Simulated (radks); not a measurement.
Species: Ge2+. Configuration: [Ar] 3d9 4s1 4p2 (not the ground configuration).

Method: Dirac Kohn-Sham, BLYP, spin-unpolarised, spherical densities, finite nucleus; open shells fill j = l - 1/2 first; Fermi nuclear charge, rms radius 4.0742 fm; computed with a radial shooting solver on a logarithmic mesh with Libxc functionals.

Energy parts (hartree):
part                       energy
total                 -2096.90541
kinetic                2141.59665
electron-nucleus      -5025.67356
Hartree                 866.03604
exchange-correlation    -78.86455

Orbitals (lengths in bohr, moments of r in powers of bohr; <r^-3> diverges for s and p1/2):
| orbital | occ. | eigenvalue (hartree) | <r^-3> | <1/r> | <r^4> |
|---|---|---|---|---|---|
| 1s1/2 | 2 | -404.0542 | - | 32.38 | 0.00002275 |
| 2s1/2 | 2 | -51.69375 | - | 7.148 | 0.004689 |
| 2p1/2 | 2 | -46.13043 | - | 7.111 | 0.003292 |
| 2p3/2 | 4 | -44.95851 | 959.1 | 6.917 | 0.003514 |
| 3s1/2 | 2 | -7.39031 | - | 2.310 | 0.3138 |
| 3p1/2 | 2 | -5.55165 | - | 2.188 | 0.3796 |
| 3p3/2 | 4 | -5.39054 | 132.9 | 2.142 | 0.4045 |
| 3d3/2 | 4 | -2.26436 | 15.45 | 1.851 | 0.8420 |
| 3d5/2 | 5 | -2.24125 | 15.03 | 1.839 | 0.8630 |
| 4s1/2 | 1 | -1.22557 | - | 0.7195 | 22.80 |
| 4p1/2 | 2 | -0.85176 | - | 0.6077 | 44.78 |
| 4p3/2 | 0 | -0.83779 | 11.61 | 0.5985 | 47.11 |

The highest occupied level is 4p1/2 at -23.177 eV. The density falls to 0.001 e/bohr^3 at r = 3.72 bohr. The electron density at the nucleus is 3.173e+04 e/bohr^3. Summed over all electrons, <r^2> = 24.06 bohr^2, which gives a Langevin (diamagnetic) susceptibility term of -19.1 x 10^-6 cm^3/mol.
